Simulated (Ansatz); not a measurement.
Which is lower?

Two relaxed structures of LiBNH₃Te, singlet (PBE0-D4/def2-TZVP; forces vanish, vibrations not checked).

A:

Li1  (-0.891, 1.702, -0.468)
Te2  (1.352, 0.673, -1.122)
N3  (0.402, -1.096, -0.383)
B4  (0.001, -0.182, 0.667)
H5  (-0.317, -1.299, -1.070)
H6  (-1.139, 0.326, 0.671)
H7  (0.593, -0.124, 1.704)
(Å)

B:

Li1  (0.073, 1.902, -0.512)
Te2  (0.359, 0.461, 1.803)
N3  (0.378, -1.162, -1.905)
B4  (0.273, 0.007, -1.459)
H5  (0.467, -2.064, -2.309)
H6  (-1.152, -0.139, 1.508)
H7  (-0.152, 1.018, 3.302)
(Å)

Computed with Ansatz 0.2.0 (basis: def2-TZVPP); correlated methods freeze the cores. Filled d shells of the heavier atoms are correlated. Core potentials replace the inner electrons of the atoms past krypton. The outer core shell of Li, Na, Mg and K is correlated. The def2 sets are not built for correlating such inner shells, so the correlated values are less sure here. B3LYP uses VWN-RPA correlation.

**Question.** Which structure is lower at CCSD(T), and by how much? (Judge from chemistry; the value comes from the calculation.)

**Answer.** By the calculation: A, by 1.447 eV (electronic energy, against the other). By their contacts, A is LiBNH₃Te ([H]1[Li]2[Te]3[NH][BH]123) and B is LiBNH₃Te ([NH][B][Li][TeH2]).

All methods give the same order:

```json
{"method": "PBE-D4", "E(B) − E(A) (eV)": "1.544"}
{"method": "r2SCAN-D4", "E(B) − E(A) (eV)": "1.582"}
{"method": "PBE0-D4", "E(B) − E(A) (eV)": "1.621"}
{"method": "B3LYP-D4", "E(B) − E(A) (eV)": "1.409"}
{"method": "wB97M-V", "E(B) − E(A) (eV)": "1.474"}
{"method": "HF", "E(B) − E(A) (eV)": "1.307"}
{"method": "MP2", "E(B) − E(A) (eV)": "1.636"}
{"method": "CCSD", "E(B) − E(A) (eV)": "1.412"}
{"method": "CCSD(T)", "E(B) − E(A) (eV)": "1.447"}
```

No T1 diagnostic of these runs exceeds 0.014.

Labels in which every atom is bracketed show which atoms are joined, not bond orders.

For scale, one of the runs: CCSD(T)/def2-TZVPP, 173 basis functions, launched by `ansatz run in.yaml --threads 2 --pin off --events-out ev --progress --plain --max-ram 4352MiB`. Time: 83 s of wall clock on 2 CPU threads of an Arm Neoverse V2; the host was shared. Peak host memory: 1.8 GiB.
